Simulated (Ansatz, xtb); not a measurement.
## Two isomers of C2HNNa

Structure X is `[CH]=C=[N][Na]`, a doublet and structure Y is `N=C=[C][Na]`, a doublet. Both are isolated molecules in the gas phase, relaxed with PBE0-D3(BJ)/def2-SVP.

X (Å):

| atom | x (Å) | y (Å) | z (Å) |
| --- | --- | --- | --- |
| C | -1.4366 | 0.1289 | -0.8830 |
| C | -1.3542 | -0.7777 | 0.0900 |
| N | -1.2557 | -1.4631 | 1.0809 |
| Na | -0.9966 | -1.9241 | 3.1103 |
| H | -1.6021 | -0.1733 | -1.9224 |

Y (Å):

```xyz
5

C    -1.9327   -0.7537    0.9917
C    -1.0629   -1.0296    0.0955
N    -0.1763   -1.3921   -0.7402
Na   -3.3916   -0.4133    2.6119
H    -0.0843   -0.7179   -1.5082
```

Quicker runs give these differences E(Y) − E(X): GFN2-xTB +12.1 kcal/mol; HF/STO-3G +11.2 kcal/mol (at GFN2-xTB geometries); r2SCAN-D4/def2-SVP +11.8 kcal/mol (at GFN2-xTB geometries).

Problem. Estimate E(Y) − E(X) at the level CCSD(T)/def2-SVP.

Solution. Calculated at CCSD(T)/def2-SVP: E(Y) − E(X) = +12.3 kcal/mol, so structure X lies lower.

How the difference moves with the method:

```
               level              geometry  E(Y) − E(X) (kcal/mol)  departure from the last row (kcal/mol)  job, with rough time for the two
            GFN2-xTB              GFN2-xTB                     +12.1                                    −0.1              optimisation, 0.16 s
           HF/STO-3G              GFN2-xTB                     +11.2                                    −1.0              single point, 0.42 s
  r2SCAN-D4/def2-SVP              GFN2-xTB                     +11.8                                    −0.4               single point, 3.8 s
PBE0-D3(BJ)/def2-SVP  PBE0-D3(BJ)/def2-SVP                     +11.6                                    −0.7                optimisation, 52 s
         HF/def2-SVP  PBE0-D3(BJ)/def2-SVP                     +11.6                                    −0.7           part of the CCSD(T) run
        MP2/def2-SVP  PBE0-D3(BJ)/def2-SVP                     +16.2                                    +3.9           part of the CCSD(T) run
    CCSD(T)/def2-SVP  PBE0-D3(BJ)/def2-SVP                     +12.3                                                        single point, 10 s
```

As drawn, Y has 1 C–Na, 1 N–H in place of 1 N–Na, 1 C–H.

None of the levels shown reverses the order. The largest departure from CCSD(T)/def2-SVP is that of MP2/def2-SVP, 3.9 kcal/mol. MP2 in a larger basis moves the difference by −2.0 kcal/mol, a step that isn't added because spin contamination makes open-shell MP2 unreliable in this search.

With harmonic frequencies from PBE0-D3(BJ)/def2-SVP (ideal gas, rigid rotor, one conformer each, 298.15 K, 1 atm): on the last row, ΔE + ΔZPE = +13.1 kcal/mol. A mode under 50 cm⁻¹ makes harmonic enthalpies and free energies unreliable, so none is given.

Open shells are spin-unrestricted, with notable spin contamination under HF/STO-3G, HF/def2-SVP, MP2/def2-SVP, CCSD(T)/def2-SVP. The correlated steps freeze 4 core orbitals; the last core shell of Na is correlated, in a basis made for valence electrons. Run with Ansatz 0.2.0, xtb 6.7.1; the last row on 1 thread of Intel(R) Xeon(R) Platinum 8488C (Sapphire Rapids) on a shared host.
